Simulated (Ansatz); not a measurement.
1-ethyl-3-methylimidazolium dicyanamide, `CCn1cc[n+](C)c1.N#C[N-]C#N` was relaxed with PBE-D4 (def2-SVP) in Ansatz in these states: charge -1 doublet, neutral singlet. The geometries follow in no particular order.

A:

```xyz
24

C     2.7492   -0.1070   -0.3544
C     2.0226   -1.0092   -1.3625
N     0.6025   -1.1504   -1.1204
C     0.0883   -1.8170    0.0047
C    -1.1096   -1.2445    0.3388
N    -1.3501   -0.2012   -0.5365
C    -2.4612    0.7065   -0.5066
C    -0.3175   -0.1232   -1.5074
H     3.8097    0.0469   -0.6502
H     2.7365   -0.5676    0.6552
H     2.2446    0.8792   -0.2593
H     2.1399   -0.6094   -2.3944
H     2.4790   -2.0266   -1.3716
H     0.6146   -2.6600    0.4654
H    -1.8040   -1.4645    1.1580
H    -3.0405    0.5482    0.4233
H    -3.1236    0.5760   -1.3988
H    -2.0933    1.7580   -0.5045
H     0.1137    0.8952   -1.6412
N     0.6517    2.4586    0.6374
C    -0.0054    2.0910    1.5618
N    -0.6544    1.7796    2.6527
C    -1.6764    0.9753    2.7592
N    -2.6164    0.2661    2.9511
```

B:

```xyz
24

C     2.934   -0.068    0.113
C     2.166   -1.049   -0.770
N     0.722   -1.028   -0.495
C     0.094   -1.616    0.594
C    -1.218   -1.208    0.576
N    -1.365   -0.383   -0.528
C    -2.586    0.326   -0.903
C    -0.175   -0.269   -1.146
H     4.006   -0.080   -0.166
H     2.854   -0.345    1.183
H     2.523    0.955   -0.017
H     2.291   -0.802   -1.842
H     2.508   -2.095   -0.635
H     0.633   -2.255    1.298
H    -2.036   -1.353    1.290
H    -3.145    0.544    0.030
H    -3.197   -0.291   -1.593
H    -2.306    1.280   -1.387
H     0.042    0.383   -1.995
N     0.602    2.261   -0.324
C    -0.086    2.299    0.651
N    -0.804    2.387    1.733
C    -1.780    1.570    2.025
N    -2.678    0.839    2.308
```

Question: Judge from the bond lengths which geometry belongs to which state (an estimate).

Answer: A is the charge -1 doublet (N3–C8 1.432 Å, N6–C8 1.420 Å, N6–C7 1.435 Å); B is the neutral singlet (N3–C8 1.344 Å, N6–C8 1.345 Å, N6–C7 1.462 Å).

At PBE-D4/def2-SVP the highest occupied level of the relaxed charge -1 doublet lies above zero (up to 1.65 eV). By energy differences its removal costs 0.39 eV (each at its own geometry, to the charge 0 singlet, at PBE0-D4/def2-TZVP).
